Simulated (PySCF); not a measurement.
# Computed vibrations of Nd(NH2)3

Nd(NH2)3 (singlet in the valence; each metal's 4f electrons, 3 of them, lie in its core potential, out of spins and levels). PySCF 2.14.0, RKS PBE0, Nd lcecp-1-SVP with ECP49, N def2-SVP, H def2-SVP; non-relativistic Hamiltonian with scalar-relativistic core potentials where named; density fitting; no spin-orbit coupling. Central differences of gradients.

```xyz
10

Nd    0.0000    0.0000    0.0000
N     2.2668    0.0000    0.0000
H     2.8950   -0.0001    0.8053
H     2.8950   -0.0001   -0.8053
N    -1.1334    1.9631    0.0000
H    -1.4475    2.5072    0.8053
H    -1.4475    2.5072   -0.8053
N    -1.1334   -1.9631    0.0000
H    -1.4476   -2.5071    0.8053
H    -1.4476   -2.5071   -0.8053
```

Run from Python with OMP_NUM_THREADS=2. Where DIIS fails, smearing, a level shift and second-order steps follow.
It took 49 s on 2 threads of Arm Neoverse V1, on a shared host.

(1) What are the harmonic wavenumbers and infrared intensities?

(2) Is this a minimum?

An lcecp potential fixes the number of 4f electrons, so in runs with it no electron can move into or out of that shell.

## Answers

(1) Modes are labelled in D3h; negative numbers are unstable modes, those under 60 cm⁻¹ near the noise; a finer grid moves soft modes by up to 10 cm⁻¹.
```
cm⁻¹  km/mol  symmetry
-470       –       e''
-470       –       e''
-434       –      a1''
-119       –      a2''
 115     0.1        e'
 115     0.1        e'
 270     0.0       e''
 270     0.0       e''
 271   150.0      a2''
 365     0.0       a2'
 411   290.4        e'
 411   290.4        e'
 492   217.2        e'
 492   217.2        e'
 519     0.0       a1'
1518    28.0        e'
1518    28.0        e'
1520     0.0       a1'
3526    11.5        e'
3526    11.5        e'
3526     0.0       a1'
3602     0.0       e''
3602     0.0       e''
3602     4.9      a2''
```

(2) No: 4 unstable; the lowest moves the atoms so:
```
Nd   0.00  0.00  0.00
N    0.00  0.00  0.00
H    0.00 -0.57  0.00
H    0.00  0.57  0.00
N    0.00  0.00 -0.03
H   -0.23 -0.18  0.00
H    0.23  0.18  0.00
N    0.00  0.00  0.03
H    0.23 -0.18  0.00
H   -0.23  0.18  0.00
```
